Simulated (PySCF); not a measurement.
## Selenium: a sound run and one with changed settings

Sound run: Se [Ar] 3d10 4s2 4p4, Se⁺ [Ar] 3d10 4s2 4p3. Computed with PySCF 2.14 in def2-TZVP (6s5p4d1f, 48 functions), with the non-relativistic Hamiltonian (point nucleus). In the sound run the correlated levels freeze [Ar] 3d10. The sound run starts from symmetry-adapted Hartree-Fock orbitals and uses a fine grid where one is needed.

Changed run: scalar relativity by spin-free X2C-1e. This setting is unsound on purpose.

```csv
species,method,sound run (hartree),changed run (hartree),converged
Se,UHF,-2399.82719,-2421.80153,yes
Se,M06-L,-2401.40921,-2423.38211,yes
Se,LDA,-2398.06084,-2420.01260,yes
Se,MP2,-2399.92731,-2421.90147,yes
Se,CCSD(T),-2399.94997,-2421.92375,yes
Se⁺,UHF,-2399.51162,-2421.48687,yes
Se⁺,M06-L,-2401.06093,-2423.03439,yes
Se⁺,LDA,-2397.69651,-2419.64883,yes
Se⁺,MP2,-2399.58745,-2421.56215,yes
Se⁺,CCSD(T),-2399.60490,-2421.57921,yes
```

Ionisation energy of Se:

```
 method  sound run (eV)  changed run (eV)
    UHF           8.587             8.563
  M06-L           9.477             9.462
    LDA           9.914             9.899
    MP2           9.248             9.233
SCS-MP2           9.313             9.298
   CCSD           9.362             9.347
CCSD(T)           9.390             9.375
```

Most of the change in total energy is the relativistic energy itself. On top of that the contraction fixes the core shape for the Hamiltonian it was made with, so the changed run is not a good calculation with the other Hamiltonian either.

For comparison, NIST gives 9.752 eV between the lowest levels.
